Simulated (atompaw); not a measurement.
# Logarithmic derivatives: Pb (Z = 82), PAW (atompaw)

- Element: Pb
- Generator: atompaw 4.2.0.5
- Type: PAW
- Functional: LDA (PW92)
- Relativity: scalar-relativistic
- Frozen core: [Xe] 4f14
- Valence charge: 14
- Reference configuration: 5d10 6s2 6p1.5 (charge +0.5)
- Partial waves: 6s (bound): rc 1.75 bohr; 6s channel at 0.3 Ry: rc 3.00 bohr; 6p (bound): rc 3.00 bohr; 6p channel at 1.55 Ry: rc 2.90 bohr; 5d (bound): rc 3.00 bohr; 5d channel at -1 Ry: rc 2.10 bohr; 5f channel at 0.35 Ry: rc 3.00 bohr
- Local potential: ultrasoft scheme with l = 4 at -0.5 Ry, radius 2.10 bohr
- Core correction: smooth core density matched at 2.10 bohr
- Augmentation charge: besselshape compensation charge, radius 2.60 bohr; PAW radius 3.00 bohr; waves and projectors: custom polynom2 7 10 vanderbiltortho

The phase is arctan(r·u′/u) with u = r·R(r), unwrapped; energies in Ry, scanned from -4 to 5 Ry. A pole is an energy at which the radial function vanishes at the test radius. The pseudo phase is shifted by a multiple of π to meet the all-electron one at the reference energy, and phase errors are pseudo minus all-electron; the curves can meet again beyond the range given. Levels narrower than the energy grid can be missing from the lists of poles. n/a: not evaluated, since a narrow level or a reset projector energy made the automatic matching unsafe.

```
channel  radius (bohr)  reference energy (Ry)  poles, all-electron  poles, pseudo  unbroken range about the reference energy with phases within 0.05 rad  phase error 1 Ry above the reference energy (rad)
      s           3.02                  -1.16                -0.57          -0.61                                                            -1.4 to 0.9                                             -0.012
      p           3.02                  -0.50                 0.76     0.76, 4.04                                                              below 3.0                                             -0.000
      d           3.02                  -1.83          -1.78, 2.93    -1.78, 3.72                                                              below 0.4                                             +0.000
      f           3.02                   0.35                 2.08           4.40                                                                    n/a                                                n/a
```

Phases in the p channel:

| E (Ry) | all-electron | pseudo |
| --- | --- | --- |
| -4.00 | 1.384 | 1.384 |
| -3.76 | 1.376 | 1.376 |
| -3.52 | 1.367 | 1.367 |
| -3.28 | 1.357 | 1.357 |
| -3.04 | 1.345 | 1.345 |
| -2.80 | 1.331 | 1.331 |
| -2.56 | 1.313 | 1.313 |
| -2.32 | 1.292 | 1.292 |
| -2.08 | 1.265 | 1.264 |
| -1.84 | 1.228 | 1.228 |
| -1.60 | 1.175 | 1.175 |
| -1.36 | 1.094 | 1.094 |
| -1.12 | 0.953 | 0.953 |
| -0.88 | 0.658 | 0.658 |
| -0.64 | -0.011 | -0.011 |
| -0.40 | -0.805 | -0.805 |
| -0.16 | -1.190 | -1.190 |
| 0.08 | -1.366 | -1.366 |
| 0.32 | -1.465 | -1.465 |
| 0.56 | -1.530 | -1.530 |
| 0.80 | -1.577 | -1.577 |
| 1.04 | -1.616 | -1.616 |
| 1.28 | -1.650 | -1.650 |
| 1.52 | -1.683 | -1.683 |
| 1.76 | -1.717 | -1.717 |
| 2.00 | -1.754 | -1.755 |
| 2.24 | -1.799 | -1.800 |
| 2.48 | -1.857 | -1.860 |
| 2.72 | -1.938 | -1.948 |
| 2.96 | -2.066 | -2.101 |
| 3.20 | -2.295 | -2.440 |
| 3.44 | -2.753 | -3.316 |
| 3.68 | -3.460 | -4.189 |
| 3.92 | -3.977 | -4.574 |
| 4.16 | -4.236 | -4.874 |
| 4.40 | -4.375 | -5.505 |
| 4.64 | -4.459 | -6.851 |
| 4.88 | -4.516 | -7.345 |
